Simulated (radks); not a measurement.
The numbers below are computed, except where a source is named.
Charge is removed step by step from the 1s down level of Li, starting from 1s(up 1, down 1) 2s1. Level of theory: scalar-relativistic Kohn-Sham, r2SCAN, spin-polarised, spherical densities, finite nucleus; open shells are filled with parallel spins first; meta-GGA in the generalised Kohn-Sham scheme; Fermi nuclear charge, rms radius 2.444 fm (a radial shooting solver on a logarithmic mesh with Libxc functionals).

removed (e)  E - E(0) (eV)  eigenvalue (eV)
0                    0.000          -53.122
0.125                6.837          -56.265
0.25                14.066          -59.393
0.375               21.682          -62.459
0.5                 29.675          -65.392
0.625               38.020          -68.075
0.75                46.675          -70.308
0.875               55.565          -71.776

The mean slope of the eigenvalue, de/dn, is 21.3 eV per electron.
